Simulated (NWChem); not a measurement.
System: propylene glycol (C3H8O2); SMILES CC(O)CO

NWChem input:

```
start job
memory heap 200 mb stack 900 mb global 1100 mb
geometry units angstroms
  C      1.886979     0.128425     0.386796
  C      0.484663     0.298325    -0.186155
  O     -0.232858     1.332614     0.461500
  C     -0.325890    -1.004587    -0.101348
  O     -1.610268    -0.834800    -0.640132
  H      2.416538     1.077473     0.357130
  H      1.835411    -0.211928     1.420380
  H      2.442948    -0.602956    -0.192118
  H      0.537056     0.615441    -1.233070
  H     -0.214415     1.168084     1.412338
  H      0.160330    -1.799933    -0.669392
  H     -0.394989    -1.317724     0.954684
  H     -1.903614     0.055113    -0.397657
end
basis spherical
  * library def2-svp
end
dft
  xc pbe0
  iterations 150
end
driver
  maxiter 120
end
task dft optimize
```

NWChem printed, in part:

```
             Northwest Computational Chemistry Package (NWChem) 7.3.0
             --------------------------------------------------------

 C1  symmetry detected

                             Geometry "geometry" -> ""
                             -------------------------

 Output coordinates in angstroms (scale by  1.889725989 to convert to a.u.)

  No.       Tag          Charge          X              Y              Z
 ---- ---------------- ---------- -------------- -------------- --------------
    1 C                    6.0000    -0.67672682     1.74473685    -0.00869130
    2 C                    6.0000     0.02773454     0.44228302     0.35321646
    3 O                    8.0000     1.37707760     0.43062883    -0.07478427
    4 C                    6.0000    -0.69656984    -0.77853224    -0.23564799
    5 O                    8.0000    -0.04170429    -1.96942805     0.11315130
    6 H                    1.0000    -0.11449008     2.59017086     0.38007094
    7 H                    1.0000    -0.75639624     1.84457677    -1.09057858
    8 H                    1.0000    -1.67601369     1.76157529     0.41593010
    9 H                    1.0000     0.08454318     0.32979542     1.44108498
   10 H                    1.0000     1.40070299     0.64137426    -1.01634222
   11 H                    1.0000    -1.71602526    -0.84571616     0.14887263
   12 H                    1.0000    -0.74038094    -0.67633340    -1.33367760
   13 H                    1.0000     0.90844626    -1.78597506     0.09444048

 Effective nuclear repulsion energy (a.u.)     195.3282600116

                                Z-matrix (autoz)
                                --------

 Units are Angstrom for bonds and degrees for angles

[...]

      ----------------------
      Optimization converged
      ----------------------

  Step       Energy      Delta E   Gmax     Grms     Xrms     Xmax
  ---- ---------------- -------- -------- -------- -------- --------
@   11    -269.06822373 -3.3D-07  0.00006  0.00001  0.00036  0.00084
                                     ok       ok       ok       ok

                                Z-matrix (autoz)
                                --------

 Units are Angstrom for bonds and degrees for angles

[...]
```

Level: PBE0/def2-SVP. No frequency run checked for a minimum.
